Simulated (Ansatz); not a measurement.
Molecule: sum formula H2BO3, charge -1, multiplicity 1. It need not be the lowest isomer of its formula. Whether it binds its extra electron was not tested at this geometry. 
Structure (B3LYP-D3(BJ)/def2-TZVP (Ansatz, a quantum-chemistry and plane-wave program) minimum search):
SMILES: [O-]B(O)O
```xyz
6

O     -1.2609    -0.7831    -0.0568
B     -0.1765    -0.1096    -0.0080
O     -0.1129     1.3532     0.0003
O      1.1614    -0.7020     0.0469
H      0.7446     1.6625     0.3046
H      1.8364    -0.0596    -0.1882
```
Charge -1, spin multiplicity 1.

Basis-set convergence of Hartree-Fock and CCSD(T) correlation energies (hartree) with Ansatz. Cores are frozen in the correlated levels unless marked. No spin-orbit coupling. No relativistic terms. This anion needs diffuse functions, which these sets lack.

```json
[
 {"basis": "cc-pVDZ", "functions": "-", "E(HF)": "-250.58038", "E(corr, CCSD(T))": "-0.67842"},
 {"basis": "cc-pVTZ", "functions": "148", "E(HF)": "___", "E(corr, CCSD(T))": "___"}
]
```

Q: What belongs in the gaps?

A: 
- cc-pVTZ, E(HF): -250.67584
- cc-pVTZ, E(corr, CCSD(T)): -0.86813
